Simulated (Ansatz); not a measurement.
Basis-set extrapolation for BH$_{4}$NS$_{2}$ (`NB(S)S`) (PBE0-D4/def2-TZVP geometry, frozen core, Ansatz 0.2.0). Multiplicity 1, RHF reference.

```csv
,def2-TZVPP,def2-QZVPP
HF,-876.690287,-876.716453
MP2 correlation,-0.668328,-0.721807
CCSD(T) correlation,-0.745675,-0.795606
```

Energies in hartree. Use E(X) = E(∞) + A·exp(−7.88·√X) for Hartree–Fock and E(X) = E(∞) + B·X^(−2.97) for correlation, with X = 3 and 4.

Task: What is the CCSD(T) energy at the basis-set limit?

Result: HF limit: -876.716453 + (-0.026166) × 0.13774 = -876.72006. Correlation limit: -0.795606 + (-0.049931) × 0.74074 = -0.83259. Total: -877.55265 hartree, 3.18 eV below CCSD(T)/def2-TZVPP.
